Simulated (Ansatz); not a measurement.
Two structures of GaH$_{2}$Cl$_{3}$, closed shell, reached by relaxing down either side of one saddle point (PBE0-D4/def2-TZVP). Energies are electronic, without zero-point energy. Ansatz 0.2.0; basis: def2-TZVPP and def2-QZVPP; cores frozen in the correlated methods. Filled d shells of the heavier atoms are correlated. The def2 sets are not built for correlating such inner shells, so the correlated values are less sure here. Extrapolation: Hartree–Fock as exp(−7.88 √X), correlation as X^−2.97. First:

Ga1  (0.353, 0.329, -0.660)
Cl2  (1.841, -1.176, -0.639)
Cl3  (-1.388, 0.078, -1.835)
Cl4  (0.699, 2.170, 0.325)
H5  (-0.487, -0.967, 1.407)
H6  (-1.017, -0.434, 1.403)
(Å)

Second:

Ga1  (-0.549, 0.650, 0.146)
Cl2  (1.284, -1.275, 0.703)
Cl3  (-1.052, -0.401, -1.678)
Cl4  (0.793, 2.290, -0.151)
H5  (0.932, -1.753, -0.441)
H6  (-1.408, 0.489, 1.420)
(Å)

**Question.** Which bonds change from the first to the second?

**Answer.** GaCl₃ ([Cl][Ga]([Cl])[Cl]) + H₂ → GaHCl₂ ([Cl][GaH][Cl]) + HCl (still joined by a long Ga–Cl bond); bonds formed: Ga1–H6, Cl2–H5; bonds broken: H5–H6; bonds weakened to dative contacts: Ga1–Cl2.

**Question.** Give the saddle point's structure and its height above each. (To be estimated.)

**Answer.** The calculation gives: 143.0 kJ/mol above the first and 80.5 kJ/mol above the second (CCSD(T) at an estimated basis limit (MP2 extrapolated from triple and quadruple zeta, plus CCSD(T) − MP2 in triple zeta)).
```xyz
6
angstrom
Ga -0.2041 0.4365 -0.2257
Cl 1.4067 -1.3541 -0.0471
Cl -1.4132 0.1563 -1.9434
Cl 0.7110 2.2865 0.2557
H 0.2013 -1.0701 0.8422
H -0.7016 -0.4550 1.1185
```

The T1 diagnostic stays at or below 0.012.

Labels in which every atom is bracketed show which atoms are joined, not bond orders.

For scale, one of the runs: CCSD(T)/def2-TZVPP, 202 basis functions, launched by `ansatz run in.yaml --threads 4 --pin off --events-out ev --progress --plain --max-ram 9574MiB`. Time: 68 s of wall clock on 4 CPU threads of an Arm Neoverse V1; the host was shared. Peak host memory: 2.3 GiB.
